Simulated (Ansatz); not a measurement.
The molecule CoF+, multiplicity 4 (lowest of 2S+1 = 2, 4, 6 at CCSD(T)/def2-TZVPP on PBE0 minima; our sources give no spin for the ground state, which may be another). No spin–orbit coupling. Co is treated without relativity.

The constants come from a fifth-degree fit in 1/R (seven points, main isotopes). In def2 and cc sets the state is the lowest found near the PBE0 minimum, followed along R.

Codes used: Ansatz (Gaussian basis) for Hartree–Fock, density functionals and correlated methods. 

Energies at SVWN5/def2-TZVPP:

| R (Å) | E (hartree) |
|---|---|
| 1.568460 | -1479.13838591 |
| 1.610623 | -1479.14202177 |
| 1.649413 | -1479.14303890 |
| 1.693262 | -1479.14206748 |
| 1.737112 | -1479.13934316 |
| 1.787707 | -1479.13457057 |
| 1.846735 | -1479.12744205 |

**Question.** With a reduced mass of 14.3669 u, find the minimum, the force constant and the constants.

**Answer.** A fifth-degree polynomial in 1/R puts the minimum at r_e = 1.6508 Å with force constant 510 N/m. Then ω_e = (1/2πc)√(k/μ) = 776 cm⁻¹ and B_e = h/(8π²cμr_e²) = 0.4306 cm⁻¹; the cubic and quartic terms give α_e = 0.0032 and ω_e x_e = 4.3 cm⁻¹.

Ansatz is an electronic-structure program.
